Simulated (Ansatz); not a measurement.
`C[CH2][GaH][CH2]C`. Total charge 0; spin multiplicity 1. The geometry is a stationary point of PBE0-D4/def2-TZVP. It is one conformer, not always the lowest.

```xyz
16

C    -1.389   -1.314    2.028
C    -0.454   -0.981    0.872
Ga   -0.488    0.896    0.240
C     0.655    1.482   -1.267
C     1.539    0.406   -1.887
H    -1.317   -2.365    2.327
H    -2.434   -1.122    1.769
H    -1.169   -0.709    2.912
H     0.586   -1.212    1.135
H    -0.666   -1.618    0.005
H    -1.440    1.944    0.946
H    -0.006    1.924   -2.022
H     1.262    2.321   -0.905
H     2.230   -0.022   -1.156
H     0.948   -0.424   -2.284
H     2.144    0.794   -2.713
```

Q: What is the dipole moment at r2SCAN/def2-TZVPP? (An estimate is asked.)

A: Ansatz gave: 0.70 D, with components (0.45, -0.40, -0.36) D in this frame, pointing from negative to positive charge.

Q: And with PBE, B3LYP, ωB97M-V? (Estimate.)

A: The calculation gave: PBE 0.71 D, B3LYP 0.68 D, ωB97M-V 0.64 D.

Q: Give the Mulliken charges with r2SCAN, PBE, B3LYP in def2-TZVPP. (Best estimate.)

A: Computed: 
```csv
atom,r2SCAN,PBE,B3LYP
C1,-0.11,-0.24,-0.24
C2,-0.18,-0.21,-0.23
Ga3,0.24,0.18,0.24
C4,-0.17,-0.21,-0.22
C5,-0.12,-0.24,-0.24
H6,0.04,0.08,0.08
H7,0.04,0.08,0.08
H8,0.04,0.08,0.08
H9,0.04,0.07,0.07
H10,0.04,0.07,0.07
H11,-0.07,-0.05,-0.06
H12,0.04,0.08,0.07
H13,0.04,0.08,0.07
H14,0.04,0.08,0.08
H15,0.04,0.08,0.08
H16,0.04,0.08,0.08
```

B3LYP here is the variant with VWN-RPA as its local correlation; programs differ in this.
